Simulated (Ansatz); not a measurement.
Species: N-difluoroboranylpropan-2-amine, C$_{3}$H$_{8}$BF$_{2}$N, charge 0, multiplicity 1. SMILES: FB(NC(C)C)F
Coordinates optimised at B3LYP-D3(BJ)/def2-TZVP (Ansatz, a program for electronic structure):
```xyz
15

C     -1.9110    -1.3084     0.2809
C     -1.1738    -0.0060    -0.0240
C     -1.9287     1.2093     0.5105
N      0.1877    -0.0450     0.5074
B      1.3705     0.0298    -0.2211
F      1.3718     0.1513    -1.5533
F      2.5612    -0.0174     0.3877
H     -2.0053    -1.4534     1.3607
H     -2.9167    -1.2941    -0.1428
H     -1.3735    -2.1629    -0.1311
H     -1.0756     0.0934    -1.1062
H     -2.9346     1.2579     0.0899
H     -2.0235     1.1553     1.5986
H     -1.4036     2.1316     0.2606
H      0.2500    -0.1360     1.5104
```
Charge 0, spin multiplicity 1.

Quantity: atomisation energy (electronic, to ground-state atoms); the coupled-cluster value holds the core correlation from cc-pwCVTZ, in kcal/mol. Cores are frozen in the correlated levels unless marked. UHF or UKS for open shells. No spin-orbit coupling. No relativistic terms. CBS marks a two-point X^-3 extrapolation of the correlation energy; Hartree-Fock from the larger set.

Level to compare with: CCSD(T)/CBS(cc-pVTZ,cc-pVQZ) plus the core term (Ansatz), 1503.5 kcal/mol. It is a level with limits of its own, and the differences hold the functionals' basis error too.

### Question
Rank these functionals by how close they come to CCSD(T)/CBS(cc-pVTZ,cc-pVQZ), closest first: BLYP/def2-TZVPD (Ansatz); r2SCAN/def2-TZVPD (Ansatz); wB97M-V/def2-TZVPD (Ansatz).

### Answer
wB97M-V/def2-TZVPD (range-separated hybrid meta-GGA with VV10, 1502.7 kcal/mol, difference -0.8), r2SCAN/def2-TZVPD (meta-GGA, 1499.8 kcal/mol, difference -3.7), BLYP/def2-TZVPD (GGA, 1482.5 kcal/mol, difference -21.0)
